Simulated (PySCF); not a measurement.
Species: C5H13NSi3.
Numbering: `[N:1]#[C:2][CH2:3][Si@H:4]([SiH3:5])[SiH2:6][CH:7]1[CH2:8][CH2:9]1`

Cartesian coordinates in Å at the GFN2-xTB level; atoms count from 1:
```
atom  x, y, z in Å
N1     1.8177   -1.6517    1.8106
C2     2.1723   -1.3019    0.7785
C3     2.5561   -0.8301   -0.5071
Si4    1.2929    0.5123   -1.1299
Si5    1.4467    2.3188    0.3307
Si6   -0.7569   -0.5598   -1.4023
C7    -1.4655   -0.8874    0.3104
C8    -2.9489   -0.8934    0.5411
C9    -2.1246    0.2368    1.0599
H10    2.5852   -1.6738   -1.1979
H11    3.5604   -0.4094   -0.4440
H12    1.8880    0.8376   -2.4465
H13    2.7996    2.8767    0.4393
H14    1.0253    1.9499    1.6816
H15    0.5802    3.4091   -0.1267
H16   -0.7118   -1.8381   -2.1316
H17   -1.6977    0.2967   -2.1409
H18   -0.8989   -1.5738    0.9295
H19   -3.3560   -1.6012    1.2479
H20   -3.5976   -0.7036   -0.3013
H21   -1.9611    0.3080    2.1250
H22   -2.2159    1.1975    0.5729
```

Probes without a nucleus sit at each ring's centroid and 1 Å off its mean plane on both sides; NICS is minus the shielding there, NICSzz its component along the normal. Level: GIAO PBE0/pcSseg-1 (PySCF, non-relativistic, gas phase) on the GFN2-xTB geometry, one conformer.

Ring bond lengths (Å), with Mayer bond orders in brackets: C7–C8 1.501 (0.96), C8–C9 1.492 (0.97), C9–C7 1.503 (0.95).

Question: What do the NICS probes read (ppm)?

Answer: 
| ring | type | NICS(0) | NICS(1), two faces | NICS(1)zz, two faces | rms pucker (Å) | centre to ring atoms, mean (Å) |
| --- | --- | --- | --- | --- | --- | --- |
| C7–C8–C9 | 3-membered carbocycle; formal bonds all single | -45.6 | -8.1 / -9.0 | -23.0 / -23.0 | 0.00 | 0.87 |

Question: What can be read from them?

Answer: 
- C7–C8–C9: mean NICS(1)zz -23.0 ppm, shielded. C7, C8, C9 have four or more neighbours, and the NICS criterion for π rings isn't applied. NICS(0) lies 37 ppm below the mean NICS(1).

Question: Give the inner angles of the rings and the Hirshfeld charges of the ring atoms.

Answer: 
- C7–C8–C9: C7 59.5° (-0.134 e), C8 60.3° (-0.085 e), C9 60.2° (-0.087 e); sum 180.0° against 180° for a flat convex ring.

Hardware: one thread, Arm Neoverse V1 (aarch64), shared host with 32 logical CPUs at a one-minute load of 29. Cost: 86 s of wall time, 1.1 GiB resident at most. This is the whole shielding run at PBE0/pcSseg-1, SCF included.
